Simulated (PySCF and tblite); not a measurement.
Values are calculated unless marked as measured or tabulated.
C₅H₃N₃, numbered as in [N:1]#[C:2][c:3]1[cH:4][cH:5][n:6][n:7][cH:8]1.

The ensemble was built from 45 distance-geometry starts (ETKDG and KDG, MMFF94s, GFN2-xTB) and rests on GFN2-xTB geometries. Energies: PBE0-D3(BJ)/def2-SVP (IEF-PCM, dimethylsulfoxide), with GFN2-xTB thermal terms (modes under about 100 cm⁻¹ blended into free rotors). Symmetry numbers and mirror images are counted. Conformers within 2.5 kcal/mol (GFN2-xTB free energy) were kept, 6 at most. GIAO shieldings: wB97X-D/pcSseg-1 (IEF-PCM, dimethylsulfoxide). Shifts are against TMS (¹H), TMS (¹³C) at the same level. Run with PySCF (density fitting) and tblite.

Predict the averaged NMR shifts at 298.15 K.

¹H: 10.04 (H5, 1H), 9.87 (H8, 1H), 8.40 (H4, 1H) ppm. ¹³C: 160.8 (C8), 160.7 (C5), 141.4 (C4), 125.8 (C2), 120.2 (C3) ppm.

Shifts are unscaled: against experiment ¹³C can be off by 15 ppm or more and ¹H by 0.8 ppm.
